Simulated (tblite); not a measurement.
Species: C3H6AlBrO.
Numbering: `[CH3:1][O:2]/[CH:3]=[CH:4]/[AlH:5][Br:6]` (hydrogens: H7, H8, H9 on C1; H10 on C3; H11 on C4; H12 on Al5)

Computed with GFN2-xTB (tblite), gas phase: L-BFGS steps from a force-field or distance-geometry start until the largest atomic force falls under 0.01 eV/Å.

Geometry at step 6:
```
atom  x, y, z in Å
C1     -2.4319    0.1935    0.1584
O2     -1.2936   -0.4898    0.6345
C3     -0.0614   -0.0650    0.2754
C4      1.0602   -0.6741    0.7002
Al5     2.8533   -0.1100    0.2144
Br6     3.1769    1.6578   -1.1375
H7     -3.2898   -0.3289    0.5804
H8     -2.5159    0.1622   -0.9339
H9     -2.4674    1.2364    0.4949
H10    -0.0092    0.8015   -0.3783
H11     0.9048   -1.5311    1.3499
H12     4.0754   -0.8531    0.7363
```

Q: What forces act on the atoms?

A: 
```csv
atom,Fx (eV/Å),Fy (eV/Å),Fz (eV/Å)
C1,-0.064,0.030,-0.003
O2,0.035,0.012,-0.015
C3,-0.037,-0.054,0.050
C4,-0.201,0.015,-0.012
Al5,-0.140,0.015,-0.009
Br6,0.070,0.053,-0.041
H7,0.019,-0.038,0.027
H8,0.166,0.015,0.036
H9,0.160,-0.045,-0.037
H10,-0.131,0.094,-0.069
H11,-0.047,-0.107,0.085
H12,0.171,0.009,-0.012
```

The largest, 0.20 eV/Å, acts on C4; the rms over all components is 0.079 eV/Å. The forces sum to zero within rounding, as they must for an isolated molecule in no field.

Q: Give the force on C4 in Eh/bohr and in nN.

A: 0.202 eV/Å ÷ 51.422 = 0.00393 Eh/bohr, and 0.202 eV/Å × 1.602 = 0.32 nN.

Q: How far is this geometry from the end of the optimisation?

A: 0.033 eV above it, and 0.143 Å rms away after alignment. The bonds farthest from their final lengths, with half the difference of the two atoms' forces along the bond (positive lengthens):

```json
{"bond": "Al5–H12", "now (Å)": "1.523", "final (Å)": "1.533", "force along bond (eV/Å)": "+0.13"}
{"bond": "C4–Al5", "now (Å)": "1.941", "final (Å)": "1.951", "force along bond (eV/Å)": "+0.03"}
{"bond": "Al5–Br6", "now (Å)": "2.249", "final (Å)": "2.256", "force along bond (eV/Å)": "+0.04"}
{"bond": "C3–H10", "now (Å)": "1.087", "final (Å)": "1.092", "force along bond (eV/Å)": "+0.09"}
{"bond": "O2–C3", "now (Å)": "1.352", "final (Å)": "1.348", "force along bond (eV/Å)": "-0.05"}
{"bond": "C4–H11", "now (Å)": "1.087", "final (Å)": "1.088", "force along bond (eV/Å)": "+0.07"}
```

The angle farthest from its final value is C3–C4–Al5, 124.0° against 118.6°.

Of the 2 listed bonds off by 0.010 Å or more, this force points towards the final length in 2.

What follows is the cost of the whole relaxation. The run took 0.3 s of wall time on one thread, Arm Neoverse V1 (aarch64), shared host with 64 logical CPUs at a one-minute load of 52.
